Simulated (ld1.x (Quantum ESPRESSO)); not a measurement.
Transferability test, ultrasoft potential for antimony (Sb)

* Element: antimony
* Generator: ld1.x (Quantum ESPRESSO) 7.5
* Type: ultrasoft
* Functional: PBEsol
* Relativity: scalar-relativistic
* Frozen core: [Kr] 4d10
* Valence charge: 5
* Reference configuration: 5s1.75 5p3.25
* Partial waves: 5s (bound): rcut 1.45, rcutus 2.05 bohr; 5s channel at 3.25 Ry: rcut 1.45, rcutus 2.05 bohr; 5p (bound): rcut 2.00, rcutus 2.65 bohr; 5p channel at 1.05 Ry: rcut 2.00, rcutus 2.65 bohr; 5d channel at 0.3 Ry: rcut 2.05, rcutus 2.20 bohr; 5d channel at 0.8 Ry: rcut 2.05, rcutus 2.20 bohr
* Local potential: all-electron potential smoothed inside 1.90 bohr (lloc = -1)
* Core correction: a·sin(br)/r model core, default radius (core density twice the valence density)
* Augmentation charge: built from norm-conserving waves at rcut, not smoothed further

Energies are relative to the spin-unpolarised reference configuration 5s1.75 5p3.25; without spin polarisation the order of configurations can differ from experiment.

| valence configuration | charge | ΔE all-electron (eV) | error AE − PS (meV) |
| --- | --- | --- | --- |
| 5s2 5p3 | 0 | -2.015 | -1.0 |
| 5s2 5p2 | +1 | 6.329 | -5.3 |
| 5s2 5p1 | +2 | 22.341 | -36 |
| 5s0 5p5 | 0 | 14.479 | -64 |
| 5s2 5p3.3 | -0.3 | -3.177 | -1.2 |
| 5s1 5p0 | +4 | 91.118 | -511 |

Task: What are ΔE and the potential's error for 5s1 5p4?

Result: ΔE = 6.127 eV all-electron; the error (AE − PS) is -12 meV.

Levels in the configuration 5s2 5p3.3:

| level | all-electron (eV) | pseudo (eV) |
| --- | --- | --- |
| 5s | -10.786 | -10.774 |
| 5p | -2.930 | -2.929 |

Note: ghost state, extra bound levels that the all-electron valence spectrum of the same l lacks: d at -19.2 eV. A true bound ghost makes a file unfit for plane-wave use.
